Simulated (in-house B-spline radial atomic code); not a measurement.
Configurations of the lutetium ion Lu⁺, with energies counted from [Xe] 4f14 6s2. Method: Dirac-Hartree-Fock, average of configuration, Fermi nucleus of rms radius 5.37 fm. Calculated with a B-spline radial code for spherical atoms. Energies include first-order Breit, QED and recoil terms.

Occupations are held fixed; configurations that lie above the ionisation limit could autoionise.

```json
{"configuration": "[Xe] 4f14 6s1 (6g9/2)1", "E - E(ref) (eV)": "11.084", "highest orbital": "6g9/2", "its <r> (bohr)": "21.96"}
{"configuration": "[Xe] 4f14 6s1 (10g9/2)1", "E - E(ref) (eV)": "12.052", "highest orbital": "10g9/2", "its <r> (bohr)": "69.93"}
{"configuration": "[Xe] (4f5/2)5 (4f7/2)8 6s2 (6p1/2)1", "E - E(ref) (eV)": "13.263", "highest orbital": "6p1/2", "its <r> (bohr)": "3.776"}
{"configuration": "[Xe] (4f5/2)6 (4f7/2)7 6s2 (10g7/2)1", "E - E(ref) (eV)": "22.248", "highest orbital": "10g7/2", "its <r> (bohr)": "69.89"}
{"configuration": "[Kr] (4d3/2)4 (4d5/2)5 4f14 5s2 5p6 6s2 (8g7/2)1", "E - E(ref) (eV)": "215.24", "highest orbital": "8g7/2", "its <r> (bohr)": "42.92"}
{"configuration": "[Kr] (4d3/2)3 (4d5/2)6 4f14 5s2 5p6 6s2 (9p1/2)1", "E - E(ref) (eV)": "224.1", "highest orbital": "9p1/2", "its <r> (bohr)": "21.88"}
{"configuration": "[Kr] (4d3/2)3 (4d5/2)6 4f14 5s2 5p6 6s2 10s1", "E - E(ref) (eV)": "224.45", "highest orbital": "10s1/2", "its <r> (bohr)": "27.65"}
```

(1) Order these further configurations by energy, lowest first.
A. [Xe] 4f14 6s1 (8p3/2)1
B. [Xe] 4f14 (5f7/2)1 6s1
C. [Kr] 4d10 4f14 5s2 (5p1/2)2 (5p3/2)3 6s2 9s1
D. [Xe] 4f14 6s1 (9g9/2)1
E. [Xe] 4f14 6s1 (8g7/2)1

(2) How far above the reference does [Kr] 4d10 4f14 5s2 (5p1/2)1 (5p3/2)4 6s2 8s1 lie?

(3) How far above the reference does [Xe] 4f14 6s1 (7d5/2)1 lie?

(4) How far above the reference does [Kr] 4d10 4f14 5s2 (5p1/2)2 (5p3/2)3 6s2 (9g9/2)1 lie?

## Answers

(1) B (9.1474 eV), A (9.9972 eV), E (11.746 eV), D (11.925 eV), C (41.696 eV).

(2) 47.491 eV; its least bound orbital is 8s1/2 with <r> = 12.49 bohr.

(3) 9.86 eV; its least bound orbital is 7d5/2 with <r> = 13.56 bohr.

(4) 43.144 eV; its least bound orbital is 9g9/2 with <r> = 55.65 bohr.
